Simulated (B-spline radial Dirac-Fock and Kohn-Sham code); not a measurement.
ΔSCF core binding energies without Breit or QED terms, calculated with a radial atomic solver.

A sound run for Ni⁺ in the configuration [Ar] 3d9: The ground state converged in 11 iterations, with total energy -1519.06167 Ha, virial ratio 1.98352 and highest orbital energy -20.64 eV. ΔSCF binding energies: K (1s) 8362.5 eV, L3 (2p3/2) 871.3 eV. Holes are computed only in closed shells, and unreliable hole states are left out.

A second run, with one unsound setting: The ground state converged in 9 iterations, with total energy -1516.64217 Ha, virial ratio 1.97532 and highest orbital energy 2.97 eV. ΔSCF binding energies: K (1s) 8336.7 eV, L3 (2p3/2) 845.4 eV. Holes are computed only in closed shells, and unreliable hole states are left out.

```
iter   energy (Ha)        error
   1    -1516.24703378  1.03e+00
   2    -1516.63024214  6.16e-02
   3    -1516.64132750  2.55e-02
   4    -1516.64204244  1.13e-02
   5    -1516.64216336  9.98e-04
   6    -1516.64216764  1.83e-04
   7    -1516.64216857  5.25e-05
   8    -1516.64216860  2.87e-06
   9    -1516.64216860  4.96e-08
```

Problem. Which fault fits the second run best?
A. unbound anion
B. speed of light below Z
C. box too small
D. tolerance below the noise

Solution. C. The input had rmax = 2.0: rmax squeezes the outer orbitals.
